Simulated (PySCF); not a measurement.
# Mo⁺: ionisation energy

Mo⁺ [Kr] 4d5 (6S) → Mo²⁺ [Kr] 4d4 (5D), as a difference of total energies. Calculation: PySCF 2.14, in aug-cc-pVTZ-DK; scalar relativity by spin-free X2C-1e. Correlated levels: valence: [Kr] frozen. The calculations carry no spin-orbit coupling.

**Question.** Order these methods by the ionisation energy they give, lowest first.
A. CCSD(T) (valence)
B. UHF
C. MP2 (valence)
D. SCS-MP2 (valence)

**Answer.** B (15.065 eV), D (15.288 eV), C (15.733 eV), A (15.797 eV).

A first-order spin-orbit estimate (lowest level to lowest level, LS coupling) adds -0.143 eV.

Errors of the correlated levels include the incompleteness of this basis and the frozen core.

For comparison: 16.16 ± 0.12 eV (semi-empirical (NIST evaluation); NIST Atomic Spectra Database, ionization energies).
